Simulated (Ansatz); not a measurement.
Reactions of `OB(Br)O[SiH3]`.

Calculated with Ansatz (gas phase, PBE0-D4/def2-TZVP geometries, no zero-point term in ΔE). CCSD(T)/CBS is the MP2 limit (def2-TZVPP, def2-QZVPP) plus CCSD(T) − MP2 in def2-TZVPP, frozen cores. This one scheme is used for every species, atoms too. DFT in def2-TZVPP. No spin–orbit coupling; open shells (•) take unrestricted orbitals. Spin–orbit coupling would lower the free atoms: a little for B, O, Si; clearly for Br. Bonds to Br are less sure, by a few kJ/mol each and by 10 to 20 or more in all where they break to atoms, as the def2 sets lack core-valence functions. Scalar relativity is left out up to krypton. Each species was taken in one conformer, which may not be the lowest.

| reaction | B2PLYP (kcal/mol) | HF/CBS(def2) (kcal/mol) | CCSD(T)/CBS(def2) (kcal/mol) |
| --- | --- | --- | --- |
| `OB(Br)O[SiH3]` → `[SiH3]O[B]Br`• + `[OH]`• | 148.1 | 115.1 | 151.8 |
| `OB(Br)O[SiH3]` → `OB(O)Br` + `[SiH2]` | 77.3 | 77.6 | 78.3 |
| `OB(Br)O[SiH3]` → B• + Br• + 4 H• + 2 O• + Si• | 806.4 | 606.9 | 817.9 |
| `OB(Br)O[SiH3]` + `O[SiH3]` → `OB(O[SiH3])O[SiH3]` + HBr | -9.4 | -13.2 | -9.1 |
| `OB(Br)O[SiH3]` + CH₄ → `CB(O)Br` + `O[SiH3]` | 29.6 | 31.8 | 29.1 |
| `OB(Br)O[SiH3]` + CH₃OH → `COB(O)Br` + `O[SiH3]` | -0.1 | 1.3 | 0.3 |
| `OB(Br)O[SiH3]` + `NC(O)O` → `OC(O)N[SiH3]` + `OB(O)Br` | 12.7 | 14.6 | 12.8 |
| `OB(Br)O[SiH3]` + `N[SiH2]S` → `N[SiH2]S[SiH3]` + `OB(O)Br` | 7.4 | 11.2 | 6.5 |
| `OB(Br)O[SiH3]` → `O[B]O[SiH3]`• + Br• | 106.3 | 79.6 | 112.5 |
| `OB(Br)O[SiH3]` + H–F → `OB(F)Br` + `O[SiH3]` | -2.4 | -3.3 | 0.1 |

Largest T1 diagnostic: 0.015, for `O[B]O[SiH3]`•.
